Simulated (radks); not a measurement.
The arsenic anion As3-, [Kr], held by a Watson sphere: a shell of charge +2.37 at radius R that stands for the Madelung well of a crystal (potential energy -2.37/R inside, -2.37/r outside, in hartree with lengths in bohr). Calculated with a radial shooting solver on a logarithmic mesh with Libxc functionals: scalar-relativistic Kohn-Sham, r2SCAN, spin-polarised, spherical densities, finite nucleus; meta-GGA in the generalised Kohn-Sham scheme; Fermi nuclear charge, rms radius of each element as measured or else 0.836 A^(1/3) + 0.57 fm.

\begin{tabular}{lrrrrrr}
R (bohr) & e(3d) (eV) & e(4s) (eV) & e(4p) (eV) & <r> 4p (bohr) & sum of <r^2> (bohr^2) & X-ray form factor at sin(theta)/lambda = 0.1 1/angstrom \\ \hline
2.45 & -35.097 & -11.525 & -2.628 & 2.640 & 68.68 & 32.018 \\
2.97 & -34.859 & -10.545 & -2.147 & 2.844 & 77.62 & 31.698 \\
3.78 & -34.880 & -9.578 & -1.463 & 3.159 & 92.93 & 31.277 \\
4.07 & -34.907 & -9.361 & -1.260 & 3.270 & 98.86 & 31.153 \\
4.42 & -34.942 & -9.166 & -1.047 & 3.403 & 106.4 & 31.020 \\
5.13 & -35.018 & -8.936 & -0.713 & 3.668 & 123.1 & 30.809 \\
\end{tabular}
